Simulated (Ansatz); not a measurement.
Consider the hydrogenolysis of a B–C bond: `C#CB(C)F` + H₂ → `CBF` + `C#C`.

Calculated with Ansatz (gas phase, PBE0-D4/def2-TZVP geometries, no zero-point term in ΔE). CBS: MP2 limit from def2 TZ/QZ plus the TZ coupled-cluster correction, frozen cores. This one scheme is used for every species. Functionals use def2-TZVPP.

```
          level  ΔE (kJ/mol)
        PBE0-D4         33.2
   MP2/def2-SVP         33.7
CCSD/def2-TZVPP         24.1
 MP2/def2-QZVPP         34.4
```

(1) What does CCSD(T)/CBS give? (Estimate.)

(2) What do rigid-rotor, harmonic-oscillator terms from PBE0-D4/def2-TZVP frequencies (298.15 K, 1 bar) make of the CCSD(T)/CBS value? (Estimate.)

Largest T1 diagnostic among the species: 0.013.

## Answers

(1) The calculation gave: +29.2 kJ/mol. The listed levels differ from it by 4.0, 4.5, -5.1, 5.2 kJ/mol.

(2) Computed: ΔZPE = +15.5 kJ/mol, ΔH = +40.9 kJ/mol, ΔS = 15 J/(mol·K), ΔG = +36.3 kJ/mol. Modes under 50 cm⁻¹ make the entropy rough.

The D4 term adds +6.8 kJ/mol with B3LYP and +3.8 kJ/mol with PBE0; it sums over pairs of atoms, weighted by their polarisabilities, and B3LYP, whose exchange is more repulsive, gets the larger term. From r2SCAN to r2SCAN0 (25 % exact exchange), in def2-TZVPP and without D4, ΔE moves by −5.4 kJ/mol.

B3LYP here is the variant with VWN-RPA as its local correlation; programs differ in this.
